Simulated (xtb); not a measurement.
Cl₃Lu, charge -1, doublet, at a GFN2-xTB geometry (such geometries of metal compounds can be far from the true shape) (the multiplicity is a formal guess); GFN1-xTB run with xtb.

Here is a job for xtb.
```
$ xtb mol.xyz --gfn 1 --chrg -1 --uhf 1 --ohess --json

# file mol.xyz
4

Lu     0.04761349     0.14468794     0.09037466
Cl     2.12369389    -0.53361945    -0.74776567
Cl    -0.86805685    -1.14788636     1.81185352
Cl    -1.45449340     1.07722089    -1.44153497
```

**Question.** Predict the main parts of the log of this xtb run.

**Answer.** 
```
   ID    Z sym.   atoms
    1   71 Lu     1
    2   17 Cl     2-4

           -------------------------------------------------
          |                Calculation Setup                |
           -------------------------------------------------

           -------------------------------------------------
          |                 G F N 1 - x T B                 |
           -------------------------------------------------

          ...................................................
          :                      SETUP                      :
          :.................................................:
          :  # basis functions                  40          :
          :  # atomic orbitals                  36          :
          :  # shells                           12          :
          :  # electrons                        25          :
          :  # halogen bonds                     0          :
          :  max. iterations                   250          :
          :  Hamiltonian                  GFN1-xTB          :
          :  restarted?                      false          :
          :  GBSA solvation                  false          :
          :  PC potential                    false          :
          :  electronic temp.          300.0000000     K    :
          :  accuracy                    1.0000000          :
          :  -> integral cutoff          0.2500000E+02      :
          :  -> integral neglect         0.1000000E-07      :
          :  -> SCF convergence          0.1000000E-05 Eh   :
          :  -> wf. convergence          0.2000000E-04 e    :
          :  Broyden damping             0.4000000          :
          :  net charge                         -1          :
          :  unpaired electrons                  1          :
          ...................................................

 iter      E             dE          RMSdq      gap      omega  full diag
   1    -14.1186264 -0.141186E+02  0.708E+00    0.08       0.0  T
   2    -14.1301062 -0.114799E-01  0.416E+00    0.08       1.0  T
   3    -14.1303092 -0.202945E-03  0.455E-01    0.09       1.0  T
   4    -14.1304338 -0.124613E-03  0.273E-02    0.09       1.8  T
   5    -14.1304362 -0.240949E-05  0.105E-02    0.09       4.8  T
   6    -14.1304365 -0.276507E-06  0.932E-04    0.09      53.6  T
   7    -14.1304365 -0.279250E-08  0.210E-05    0.09    2378.7  T
   8    -14.1304365 -0.177280E-11  0.158E-06    0.09   31675.2  T

[...]
         :: total energy             -14.111590159650 Eh    ::
 * total energy  :   -14.1115902 Eh     change       -0.1065814E-13 Eh
 * total energy  :   -14.1139815 Eh     change       -0.2391306E-02 Eh
 * total energy  :   -14.1150741 Eh     change       -0.1092657E-02 Eh
 * total energy  :   -14.1151913 Eh     change       -0.1171406E-03 Eh
 * total energy  :   -14.1151863 Eh     change        0.4945312E-05 Eh
 * total energy  :   -14.1151991 Eh     change       -0.1282731E-04 Eh
 * total energy  :   -14.1151995 Eh     change       -0.3529745E-06 Eh
   *** GEOMETRY OPTIMIZATION CONVERGED AFTER 7 ITERATIONS ***
         :: total energy             -14.115199498132 Eh    ::
[...]

    mode    ω/cm⁻¹     T·S(HO)/kcal·mol⁻¹    T·S(FR)/kcal·mol⁻¹   T·S(vib)
   ------------------------------------------------------------------------
       1     57.24    -1.35663 ( 63.20%)    -1.01627 ( 36.80%)    -1.23138
       2     63.59    -1.29471 ( 72.35%)    -0.98512 ( 27.65%)    -1.20911
       3     63.59    -1.29470 ( 72.35%)    -0.98511 ( 27.65%)    -1.20910
       4    275.68    -0.46522 ( 99.89%)    -0.55076 (  0.11%)    -0.46531
   ------------------------------------------------------------------------

   temp. (K)  partition function   enthalpy   heat capacity  entropy
                                   cal/mol     cal/K/mol   cal/K/mol   J/K/mol
 298.15  VIB   135.                 2324.834     10.049     16.547
         ROT  0.936E+05              888.752      2.981     25.728
         INT  0.126E+08             3213.586     13.030     42.274
         TR   0.457E+28             1481.254      4.968     42.782
         TOT                        4694.8400    17.9985    85.0562   355.8751

       T/K    H(0)-H(T)+PV         H(T)/Eh          T*S/Eh         G(T)/Eh
   ------------------------------------------------------------------------
    298.15    0.748170E-02    0.993396E-02    0.404129E-01   -0.304790E-01
   ------------------------------------------------------------------------

         :::::::::::::::::::::::::::::::::::::::::::::::::::::
         ::                  THERMODYNAMIC                  ::
         :::::::::::::::::::::::::::::::::::::::::::::::::::::
         :: total free energy         -14.145678479778 Eh   ::
         ::.................................................::
         :: total energy              -14.115199498132 Eh   ::
         :: zero point energy           0.002452259661 Eh   ::
         :: G(RRHO) w/o ZPVE           -0.032931241307 Eh   ::
         :: G(RRHO) contrib.           -0.030478981646 Eh   ::
         :::::::::::::::::::::::::::::::::::::::::::::::::::::

optimized geometry written to: xtbopt.xyz

           -------------------------------------------------
          | TOTAL ENERGY              -14.115199498132 Eh   |
          | TOTAL ENTHALPY            -14.105265534752 Eh   |
          | TOTAL FREE ENERGY         -14.145678479778 Eh   |
          | GRADIENT NORM               0.000102431557 Eh/α |
          | HOMO-LUMO GAP               0.081776836630 eV   |
           -------------------------------------------------

normal termination of xtb
```
